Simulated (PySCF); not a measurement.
## Simulated absorption spectrum

Compound: C₃H₇ClOSi.
SMILES with atom numbers: `[OH:1][SiH2:2][C@@H:3]1[CH2:4][C@H:5]1[Cl:6]` (hydrogens: H7 on O1; H8, H9 on Si2; H10 on C3; H11, H12 on C4; H13 on C5)

The calculation used PySCF 2.14.0, density-fitted response routines, TDDFT PBE0/def2-SVPD, vertical, gas phase, core orbitals frozen in the response. One conformer (not necessarily the lowest) at the GFN2-xTB geometry, without solvent, vibrations or thermal averaging. Torsions of this conformer, `[OH:1][SiH2:2][C@@H:3]1[CH2:4][C@H:5]1[Cl:6]`: O1–Si2–C3–C4 33°, H–O1–Si2–C3 180°.

Each state is given a Gaussian of 0.5 eV full width at half maximum, with ε(max) = 2.175×10⁸ f / Δν̃ (Δν̃ the width in cm⁻¹). The width is an assumption, not a result. The curve ends short of the highest state used, and states not computed would add to its high-energy end.

(E (eV), ε (L mol⁻¹ cm⁻¹)): (5.80, 3), (5.84, 6), (5.87, 9), (5.91, 16), (5.94, 25), (5.98, 41), (6.02, 68), (6.05, 95), (6.09, 146), (6.12, 196), (6.16, 282), (6.20, 392), (6.23, 490), (6.27, 641), (6.30, 765), (6.34, 941), (6.38, 1117), (6.41, 1242), (6.45, 1390), (6.48, 1479), (6.52, 1562), (6.56, 1598), (6.59, 1594), (6.63, 1549), (6.66, 1489), (6.70, 1385), (6.73, 1295), (6.77, 1168), (6.81, 1045), (6.84, 961), (6.88, 867), (6.91, 811), (6.95, 760), (6.99, 738), (7.02, 742), (7.06, 775), (7.09, 821), (7.13, 912), (7.17, 1037), (7.20, 1151), (7.24, 1328), (7.27, 1475), (7.31, 1684), (7.35, 1893)

(1) Locate the maxima and give the states behind the curve.

(2) On this curve, what absorbance would a 10⁻⁵ mol/L sample give at 193 nm over a 1 cm path?

(3) Coming from long wavelengths, where does ε first pass 100 L mol⁻¹ cm⁻¹?

Results:

(1) 189 nm (6.57 eV), ε about 1600, made up of S1 (94%) (ε in L mol⁻¹ cm⁻¹; maxima over ε = 5, shares over 10%). At its high-energy end, 7.35 eV, the curve is still rising (ε about 1900, from S4, S5 and S6). The states used: S1 6.55 eV (f 0.028); S2 6.85 eV (f 0.0028); S3 7.01 eV (f 0.0045); S4 7.30 eV (f 0.0062); S5 7.52 eV (f 0.026); S6 7.54 eV (f 0.011); S7 7.79 eV (f 0.0090); S8 7.95 eV (f 0.011).

(2) 193 nm is 6.424 eV, where ε is about 1300 L mol⁻¹ cm⁻¹, so A = ε c l ≈ 0.013 (Beer–Lambert, with the gas-phase spectrum and the assumed width).

(3) At about 205 nm (6.05 eV), 0.50 eV below S1.

Time: 58 s (with the writing of density and orbital grids); peak memory 0.83 GiB. Hardware: an Arm Neoverse N1 with one thread, shared host with 64 logical CPUs at a one-minute load of 62.
